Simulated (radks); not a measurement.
Ta4+, 69 electrons, occupied as [Xe] 4f14 5d1.

All-electron calculation, scalar-relativistic Kohn-Sham, PBE, spin-polarised, spherical densities, point nucleus; open shells are filled with parallel spins first (spin-orbit coupling, left out, can overturn this in heavy ions). Program: a radial shooting solver on a logarithmic mesh with Libxc functionals.

Energy parts (hartree):
| part | energy |
|---|---|
| total | -15601.5514 |
| kinetic | 17145.1781 |
| electron-nucleus | -38427.4731 |
| Hartree | 5994.6542 |
| exchange-correlation | -313.9106 |

Orbitals (lengths in bohr, moments of r in powers of bohr; r(max) is where P^2 peaks):
[
 {"orbital": "1s up", "occ.": "1", "eigenvalue (hartree)": "-2477.446", "<1/r>": "85.47", "r(max)": "0.01167", "<r^4>": "6.200e-07"},
 {"orbital": "1s down", "occ.": "1", "eigenvalue (hartree)": "-2477.446", "<1/r>": "85.47", "r(max)": "0.01167", "<r^4>": "6.200e-07"},
 {"orbital": "2s up", "occ.": "1", "eigenvalue (hartree)": "-426.9433", "<1/r>": "19.97", "r(max)": "0.06684", "<r^4>": "0.00009378"},
 {"orbital": "2s down", "occ.": "1", "eigenvalue (hartree)": "-426.9413", "<1/r>": "19.97", "r(max)": "0.06684", "<r^4>": "0.00009378"},
 {"orbital": "2p up", "occ.": "3", "eigenvalue (hartree)": "-374.3042", "<1/r>": "18.15", "r(max)": "0.05476", "<r^4>": "0.00007326"},
 {"orbital": "2p down", "occ.": "3", "eigenvalue (hartree)": "-374.3026", "<1/r>": "18.15", "r(max)": "0.05476", "<r^4>": "0.00007326"},
 {"orbital": "3s up", "occ.": "1", "eigenvalue (hartree)": "-99.00315", "<1/r>": "7.390", "r(max)": "0.1886", "<r^4>": "0.003461"},
 {"orbital": "3s down", "occ.": "1", "eigenvalue (hartree)": "-99.00279", "<1/r>": "7.390", "r(max)": "0.1886", "<r^4>": "0.003461"},
 {"orbital": "3p up", "occ.": "3", "eigenvalue (hartree)": "-83.34944", "<1/r>": "6.836", "r(max)": "0.1865", "<r^4>": "0.003713"},
 {"orbital": "3p down", "occ.": "3", "eigenvalue (hartree)": "-83.34899", "<1/r>": "6.836", "r(max)": "0.1865", "<r^4>": "0.003713"},
 {"orbital": "3d up", "occ.": "5", "eigenvalue (hartree)": "-65.09826", "<1/r>": "6.463", "r(max)": "0.1519", "<r^4>": "0.002875"},
 {"orbital": "3d down", "occ.": "5", "eigenvalue (hartree)": "-65.09712", "<1/r>": "6.463", "r(max)": "0.1520", "<r^4>": "0.002875"},
 {"orbital": "4s up", "occ.": "1", "eigenvalue (hartree)": "-21.42402", "<1/r>": "3.135", "r(max)": "0.4288", "<r^4>": "0.08198"},
 {"orbital": "4s down", "occ.": "1", "eigenvalue (hartree)": "-21.42256", "<1/r>": "3.135", "r(max)": "0.4288", "<r^4>": "0.08198"},
 {"orbital": "4p up", "occ.": "3", "eigenvalue (hartree)": "-16.29044", "<1/r>": "2.851", "r(max)": "0.4496", "<r^4>": "0.1094"},
 {"orbital": "4p down", "occ.": "3", "eigenvalue (hartree)": "-16.28911", "<1/r>": "2.851", "r(max)": "0.4496", "<r^4>": "0.1093"},
 {"orbital": "4d up", "occ.": "5", "eigenvalue (hartree)": "-9.72253", "<1/r>": "2.532", "r(max)": "0.4615", "<r^4>": "0.1633"},
 {"orbital": "4d down", "occ.": "5", "eigenvalue (hartree)": "-9.72086", "<1/r>": "2.532", "r(max)": "0.4615", "<r^4>": "0.1630"},
 {"orbital": "4f up", "occ.": "7", "eigenvalue (hartree)": "-2.46310", "<1/r>": "2.007", "r(max)": "0.4413", "<r^4>": "0.6275"},
 {"orbital": "4f down", "occ.": "7", "eigenvalue (hartree)": "-2.45836", "<1/r>": "2.010", "r(max)": "0.4412", "<r^4>": "0.6131"},
 {"orbital": "5s up", "occ.": "1", "eigenvalue (hartree)": "-4.23248", "<1/r>": "1.220", "r(max)": "0.9872", "<r^4>": "2.613"},
 {"orbital": "5s down", "occ.": "1", "eigenvalue (hartree)": "-4.21188", "<1/r>": "1.224", "r(max)": "0.9856", "<r^4>": "2.585"},
 {"orbital": "5p up", "occ.": "3", "eigenvalue (hartree)": "-2.97593", "<1/r>": "1.034", "r(max)": "1.118", "<r^4>": "4.875"},
 {"orbital": "5p down", "occ.": "3", "eigenvalue (hartree)": "-2.94832", "<1/r>": "1.038", "r(max)": "1.115", "<r^4>": "4.827"},
 {"orbital": "5d up", "occ.": "1", "eigenvalue (hartree)": "-1.52829", "<1/r>": "0.7354", "r(max)": "1.457", "<r^4>": "19.02"},
 {"orbital": "5d down", "occ.": "0", "eigenvalue (hartree)": "-1.49329", "<1/r>": "0.7371", "r(max)": "1.451", "<r^4>": "18.93"}
]

The highest occupied level is 5d up at -41.587 eV. For comparison, the ionisation energy in NIST's Atomic Spectra Database is 48.27 eV (semi-empirical). In exact Kohn-Sham theory the highest level is minus the ionisation energy, but local and semilocal functionals leave it too shallow, through self-interaction and a potential that decays too fast; potentials with the right tail come closer. Spin moment in Bohr magnetons: 1. The density falls to 0.001 e/bohr^3 at r = 3.06 bohr.
